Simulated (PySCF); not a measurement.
Exercise with solution: oscillator strength and radiative lifetime

Se(F)(Et) (C₂H₅FSe), SMILES [Se](F)CC.

The structure is a stationary point at PBE0-D3(BJ)/def2-SVP. The structure was generated by enumeration, and PubChem lists no compound with its InChIKey, so it may never have been made. Other conformers were not sampled.

TDA-PBE/def2-SVPD (PySCF 2.14.0) puts the first singlet state with f over 0.02 at 5.38 eV (vertical), with the transition dipole (0.242, -0.300, 0.302) in atomic units.

Task: Find the oscillator strength, the wavelength and the radiative lifetime that this transition would have in vacuum if emission retraced absorption.

Result: 
|μ|² = 0.2398 au, so |μ| = 1.24 D. ΔE = 5.38/27.211 = 0.1977 hartree. f = (2/3) ΔE |μ|² = 0.032 (the program prints 0.032).
λ = 1239.84/5.38 = 230 nm; ν = 43393 cm⁻¹.
Einstein's coefficient A = 0.6670 ν² f s⁻¹ (ν in cm⁻¹) = 4.0e7 s⁻¹, so τ = 1/A = 25 ns. This state is S3; the lower singlets have f = 0.000, 0.014. The figure is the radiative limit of this one transition; relaxation, internal conversion, crossing to triplets and a medium change what is measured.
